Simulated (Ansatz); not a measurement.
Reaction (substitution at a C–Si bond): `C#C[SiH2]CCl` + `[SiH3][TeH]` → `[SiH3][Te]CCl` + `C#C[SiH3]`

Gas-phase electronic energies from Ansatz, PBE0-D4/def2-TZVP geometries. CCSD(T)/CBS is the MP2 limit (def2-TZVPP, def2-QZVPP) plus CCSD(T) − MP2 in def2-TZVPP, frozen cores. DFT in def2-TZVPP. B3LYP here is the variant with VWN-RPA as its local correlation; programs differ in this. def2 core potentials past Kr. For Te outer-core shells are correlated without core-valence functions, which leaves a few kJ/mol of doubt a bond. One conformer a species, not always the lowest.

`C#C[SiH2]CCl`:

```xyz
10

C     1.159    0.159    2.327
C     0.350    0.167    1.434
Si   -0.866    0.167    0.079
C    -0.038   -0.378   -1.520
Cl    1.216    0.795   -2.001
H     1.876    0.155    3.116
H    -1.950   -0.798    0.401
H    -1.430    1.526   -0.092
H     0.443   -1.350   -1.409
H    -0.761   -0.442   -2.334
```

`[SiH3][TeH]`:

Cartesian coordinates in Å:
```
Si 0.227 -0.001 0.608
Te -1.496 -0.139 -1.190
H 0.909 1.317 0.606
H -0.528 -0.176 1.874
H 1.239 -1.077 0.472
H -0.351 0.076 -2.370
```

`[SiH3][Te]CCl`:

```xyz
9

Si    0.767    0.204   -1.553
Te    0.951    0.958    0.813
C    -0.749   -0.214    1.452
Cl   -1.022   -0.005    3.183
H     1.866    0.884   -2.282
H     0.921   -1.270   -1.660
H    -0.544    0.587   -2.138
H    -0.553   -1.266    1.261
H    -1.637    0.121    0.923
```

`C#C[SiH3]`:

```xyz
7

C    -1.160    1.562    0.248
C    -0.446    0.602    0.095
Si    0.632   -0.851   -0.135
H    -1.790    2.411    0.383
H     0.562   -1.293   -1.549
H     2.028   -0.484    0.204
H     0.174   -1.947    0.753
```

```
             level  ΔE (kcal/mol)
         r2SCAN-D4           10.1
          B3LYP-D4            9.3
              PBE0           10.1
     HF/def2-TZVPP           11.4
SCS-MP2/def2-TZVPP            8.5
    MP2/def2-QZVPP            8.1
SCS-MP2/def2-QZVPP            8.1
     MP2/CBS(def2)            7.7
```

Q: What does CCSD(T)/CBS give? (An estimate is asked.)

A: Ansatz gave: +8.7 kcal/mol. The listed levels differ from it by 1.4, 0.6, 1.4, 2.7, -0.2, -0.6, -0.6, -1.0 kcal/mol.

Largest T1 diagnostic among the species: 0.013.

From PBE to PBE0 (25 % exact exchange), in def2-TZVPP and without D4, ΔE moves by +1.1 kcal/mol. In def2-TZVPP, CCSD(T) changes the Hartree–Fock value by −1.8 kcal/mol (the triples alone add −0.6 kcal/mol) and MP2 by −2.8 kcal/mol.
